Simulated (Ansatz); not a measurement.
One geometry of tetramethylammonium hexafluorophosphate (C4H12F6NP), several levels of theory.

```yaml
crystal:
  periodic: [false, false, false]
  atoms:
    - {symbol: C, position_ang: [-1.804638, 0.994214, -1.753237]}
    - {symbol: N, position_ang: [-0.727327, 0.626594, -0.791127]}
    - {symbol: C, position_ang: [0.246389, -0.299023, -1.465259]}
    - {symbol: C, position_ang: [-1.336893, -0.038548, 0.411064]}
    - {symbol: C, position_ang: [-0.000076, 1.858270, -0.342286]}
    - {symbol: H, position_ang: [-2.331491, 0.081108, -2.058883]}
    - {symbol: H, position_ang: [-2.504701, 1.682774, -1.262701]}
    - {symbol: H, position_ang: [-1.354380, 1.477621, -2.629974]}
    - {symbol: H, position_ang: [0.632624, 0.211218, -2.357445]}
    - {symbol: H, position_ang: [1.044422, -0.536100, -0.753089]}
    - {symbol: H, position_ang: [-0.284239, -1.218185, -1.742030]}
    - {symbol: H, position_ang: [-2.106561, 0.634365, 0.811588]}
    - {symbol: H, position_ang: [-1.779578, -0.991196, 0.095621]}
    - {symbol: H, position_ang: [-0.554578, -0.232216, 1.154163]}
    - {symbol: H, position_ang: [-0.718903, 2.527624, 0.147719]}
    - {symbol: H, position_ang: [0.435221, 2.348445, -1.222876]}
    - {symbol: H, position_ang: [0.782778, 1.542312, 0.359291]}
    - {symbol: F, position_ang: [0.743132, -2.124304, 0.790409]}
    - {symbol: P, position_ang: [1.792094, -1.554336, 1.943605]}
    - {symbol: F, position_ang: [0.485673, -1.041025, 2.801841]}
    - {symbol: F, position_ang: [1.750576, -0.070510, 1.136596]}
    - {symbol: F, position_ang: [1.771542, -2.979846, 2.690634]}
    - {symbol: F, position_ang: [2.785816, -0.911144, 3.037751]}
    - {symbol: F, position_ang: [3.033088, -1.988113, 0.998624]}
basis:
  gaussian: {orbitals: def2-TZVP, initial_orbitals: start.molden}
hamiltonian: {xc: pbe, dispersion: d4}
scf: {omitted_lower_state_checks: [starts]}
output: {forces: true, orbitals: {seedname: orbitals}}
```

The file start.molden holds the orbitals of an earlier run on this structure, at another level or in another basis.

```sh
$ ansatz run in.yaml --threads 6 --pin off --events-out ev --progress --plain --max-ram 7833MiB
```

Shortened log:

```
Functional definition: PBE
2609 factors; their error is unknown
mean field evaluation 1: about -31411.0117 eV, gradient 1.7e1 eV
mean field evaluation 2: about -31411.3129 eV, gradient 2.9e-1 eV
mean field evaluation 4: about -31411.2393 eV, gradient 1.1e-3 eV
mean field -31411.23928889 eV, -1154.3417525642 hartree, gradient 1.8e-5 eV, S^2 0.000000; 0 other end points of the search recorded, 0 dependent functions left out
reference -31411.23933450 eV, -1154.3417542400 hartree; 56, 56 occupied and 394, 394 virtual orbitals, 2609 factors
Total energy: -31411.86401747 eV, -1154.3647109160 hartree
Atom 0 at    -1.804638     0.994214    -1.753237 Å, force    -0.116390     0.037707    -0.103628 eV/Å
Atom 1 at    -0.727327     0.626594    -0.791127 Å, force     0.007257     0.006949     0.010591 eV/Å
Atom 2 at     0.246389    -0.299023    -1.465259 Å, force     0.059901    -0.082617    -0.068746 eV/Å
Atom 3 at    -1.336893    -0.038548     0.411064 Å, force    -0.071482    -0.064154     0.098142 eV/Å
Atom 4 at    -0.000076     1.858270    -0.342286 Å, force     0.058873     0.109580     0.031936 eV/Å
Atom 5 at    -2.331491     0.081108    -2.058883 Å, force     0.020128     0.051367     0.008149 eV/Å
Atom 6 at    -2.504701     1.682774    -1.262701 Å, force     0.027762    -0.030913    -0.027381 eV/Å
Atom 7 at    -1.354380     1.477621    -2.629974 Å, force    -0.026937    -0.021874     0.037417 eV/Å
Atom 8 at     0.632624     0.211218    -2.357445 Å, force    -0.006890    -0.036203     0.032357 eV/Å
Atom 9 at     1.044422    -0.536100    -0.753089 Å, force    -0.040081     0.016516    -0.106784 eV/Å
Atom 10 at    -0.284239    -1.218185    -1.742030 Å, force     0.027053     0.049167    -0.009471 eV/Å
Atom 11 at    -2.106561     0.634365     0.811588 Å, force     0.024109    -0.038643    -0.007520 eV/Å
Atom 12 at    -1.779578    -0.991196     0.095621 Å, force     0.000476     0.057029     0.018547 eV/Å
Atom 13 at    -0.554578    -0.232216     1.154163 Å, force    -0.116673     0.033943    -0.040842 eV/Å
Atom 14 at    -0.718903     2.527624     0.147719 Å, force     0.037442    -0.018907    -0.018772 eV/Å
Atom 15 at     0.435221     2.348445    -1.222876 Å, force    -0.014353    -0.012593     0.044127 eV/Å
Atom 16 at     0.782778     1.542312     0.359291 Å, force    -0.050975     0.079890    -0.046964 eV/Å
Atom 17 at     0.743132    -2.124304     0.790409 Å, force    -0.081222    -0.189859    -0.098853 eV/Å
Atom 18 at     1.792094    -1.554336     1.943605 Å, force     0.105707    -0.094819     0.129020 eV/Å
Atom 19 at     0.485673    -1.041025     2.801841 Å, force    -0.106586     0.023476     0.124084 eV/Å
Atom 20 at     1.750576    -0.070510     1.136596 Å, force     0.116684     0.184596    -0.030245 eV/Å
Atom 21 at     1.771542    -2.979846     2.690634 Å, force     0.004851    -0.021380     0.019838 eV/Å
Atom 22 at     2.785816    -0.911144     3.037751 Å, force     0.036556     0.014275     0.041011 eV/Å
Atom 23 at     3.033088    -1.988113     0.998624 Å, force     0.104791    -0.052532    -0.036011 eV/Å
Dipole moment:    -1.885576     1.617982    -2.044292 e Å
Checks for a lower state left out: starts
```

Hardware: 6 threads of Intel Xeon on a shared host. Wall time 20 s, peak host memory 1.1 GiB.

As the first input, with `hamiltonian: {xc: r2scan, dispersion: d4}` (abridged; 33 s):

```
Functional definition: r2SCAN
mean field -31428.55445994 eV, -1154.9780733634 hartree, gradient 1.8e-5 eV, S^2 0.000000
Total energy: -31428.73353969 eV, -1154.9846544227 hartree
Atom 0 force    -0.194902     0.061386    -0.171235 eV/Å
Atom 1 force    -0.001755     0.025576    -0.000972 eV/Å
Atom 2 force     0.148233    -0.164181    -0.085965 eV/Å
Atom 3 force    -0.089215    -0.133321     0.204557 eV/Å
Atom 4 force     0.126310     0.185173     0.078541 eV/Å
Atom 5 force     0.148184     0.239008     0.087920 eV/Å
Atom 6 force     0.194292    -0.182284    -0.117623 eV/Å
Atom 7 force    -0.105634    -0.130030     0.239594 eV/Å
Atom 8 force    -0.102780    -0.130200     0.231237 eV/Å
Atom 9 force    -0.229723     0.085673    -0.252534 eV/Å
Atom 10 force     0.121476     0.252777     0.060299 eV/Å
Atom 11 force     0.196111    -0.170982    -0.107766 eV/Å
Atom 12 force     0.102116     0.262363     0.064315 eV/Å
Atom 13 force    -0.259487     0.092082    -0.230511 eV/Å
Atom 14 force     0.176190    -0.179344    -0.130028 eV/Å
Atom 15 force    -0.118337    -0.135320     0.221261 eV/Å
Atom 16 force    -0.239696     0.138272    -0.216018 eV/Å
Atom 17 force     0.311772     0.076726     0.340560 eV/Å
Atom 18 force     0.134032    -0.110120     0.163145 eV/Å
Atom 19 force     0.432762    -0.186812    -0.246992 eV/Å
Atom 20 force     0.086070    -0.383880     0.262749 eV/Å
Atom 21 force     0.014293     0.621105    -0.318395 eV/Å
Atom 22 force    -0.406923    -0.273311    -0.448166 eV/Å
Atom 23 force    -0.443393     0.139643     0.372025 eV/Å
Dipole moment:    -1.908448     1.637453    -2.069228 e Å
Checks for a lower state left out: starts
```

As the first input, with `gaussian: {orbitals: 6-31G}`, `hamiltonian: {xc: hf}`, `output: {orbitals: {seedname: orbitals}}` (abridged; 3.8 s):

```
Functional definition: HF
mean field -31293.52988404 eV, -1150.0160117219 hartree, gradient 2.8e-5 eV, S^2 0.000000
Total energy: -31293.52988404 eV, -1150.0160117219 hartree
Checks for a lower state left out: starts
```

Geometry: r2SCAN-D4/def2-SVP.
